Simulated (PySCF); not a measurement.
## A series of derivatives of silylphosphane

Parent skeleton `[SiH3:1][PH2:2]`; one hydrogen on atom 1 is replaced by X. Hydrogens on one atom are averaged.

Level of theory: coordinates at the PBE0-D3(BJ)/def2-SVP level, shieldings: GIAO PBE0/pcSseg-1, in PySCF 2.14 (single conformer, rapidly exchanging positions averaged, non-relativistic Hamiltonian, isolated molecule).

Referencing at the same level of theory: ²⁹Si and ¹H against TMS; ³¹P vs H3PO4.

Parent (X = H): Si1 -76.0, P2 -298.9, H(Si1) 4.09, H(P2) 1.62 ppm. Effects are Δδ = δ(X) − δ(H), positive for deshielding.

(1) Give Δδ (ppm) for X = N=CH2, cBu, SSiH3, CONH2.

(2) Which position responds most, and to which substituents?

Answers

(1) 
```csv
X,SMILES,Si1,P2,H(Si1),H(P2)
N=CH2,C=N[SiH2]P,+61.1,+16.6,+1.21,-0.12
cBu,P[SiH2]C1CCC1,+41.9,+0.8,+0.23,-0.10
SSiH3,[SiH3]S[SiH2]P,+55.6,+38.9,+0.96,+0.34
CONH2,NC(=O)[SiH2]P,+10.6,+11.0,+0.38,+0.26
```

(2) Si1: from +10.6 ppm with CONH2 to +61.1 ppm with N=CH2.

Experimental scales use liquid or dissolved standards, which lie at an offset from isolated H3PO4.
